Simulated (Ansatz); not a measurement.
System: C4H2BrSe (charge -1, singlet). It need not be the lowest isomer of its formula. Whether it binds its extra electron was not tested at this geometry. 
Coordinates optimised at B3LYP-D3(BJ)/def2-TZVP (Ansatz, a first-principles code):
```xyz
8

Br     2.2897    -0.5798    -0.1990
C      0.3665    -0.2415    -0.0285
C     -0.5590    -1.3283     0.0817
C     -1.9039    -1.0450     0.1999
Se    -1.9772     0.8890     0.1631
C     -0.1028     1.0282    -0.0137
H     -0.1907    -2.3507     0.0707
H      0.4701     1.9376    -0.0873
```
Charge -1, spin multiplicity 1.

Basis-set convergence of Hartree-Fock and CCSD(T) correlation energies (hartree) with Ansatz. Correlated levels leave the core frozen unless marked. Spin-orbit coupling is left out. The frozen core is the preceding noble-gas configuration, with the filled d and f shells of earlier blocks. No relativistic terms. This anion needs diffuse functions, which these sets lack.

The Hartree-Fock reference is unstable (checked in the largest basis), which strains HF and MP2. 

```csv
basis,functions,E(HF),"E(corr, CCSD(T))"
cc-pVDZ,120,-5124.77146,-0.82738
cc-pVTZ,234,-5124.96737,-1.03685
cc-pVQZ,416,?,?
```

Question: What belongs in the gaps?

Answer: 
- cc-pVQZ, E(HF): -5124.98518
- cc-pVQZ, E(corr, CCSD(T)): -1.10629
